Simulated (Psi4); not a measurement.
A dimer, BCl3 ··· H4OSi (SMILES ClB(Cl)Cl and O[SiH3]); the first 4 atoms form monomer A.

```
10

Cl    -0.9241    -1.4805     0.0029
B      0.0001     0.0000     0.0009
Cl    -0.8204     1.5404     0.0026
Cl     1.7444    -0.0600    -0.0064
Si    -0.7550     4.9876     2.4024
O     -1.2298     6.5681     2.4864
H     -1.1852     4.3697     3.6717
H      0.7169     4.8657     2.2555
H     -1.3899     4.2859     1.2591
H     -1.0371     7.1465     1.7450
```

**Question.** What interaction energy does Psi4 with SAPT0/jun-cc-pVDZ, frozen core give, and which attractive term is the largest?

**Answer.** Total -0.14 kcal/mol: electrostatics -0.45, exchange 1.13, induction -0.10, dispersion -0.72. The most attractive term is dispersion.
